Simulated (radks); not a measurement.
Results of a calculation; reference values are marked as such.
Problem. These are the eigenvalues of the occupied orbitals of an atom or ion with whole-number occupations (eV). Code: a radial shooting solver on a logarithmic mesh with Libxc functionals. Model: scalar-relativistic Kohn-Sham, exchange-only LDA, spin-polarised, spherical densities, point nucleus.

| orbital | eigenvalue |
|---|---|
| 1s up | -88715.22 |
| 1s down | -88648.14 |
| 2s up | -21388.03 |
| 2s down | -21283.81 |
| 2p up | -19584.14 |

Which element is it, and in what charge state? The configuration may be excited. Open shells, if any, are filled with parallel spins first.

Solution. Z = 79, gold, charge +72: Au72+ in [He] 2s2 2p3. The list shows which subshells hold electrons but not how many an open one holds; the 1s level, -3260.2 hartree, gives Z - s = 80.7 by -(Z - s)^2/2, which with screening and relativity narrows Z to a few neighbours, and the depths of the outer levels then fix element, charge and occupations together.
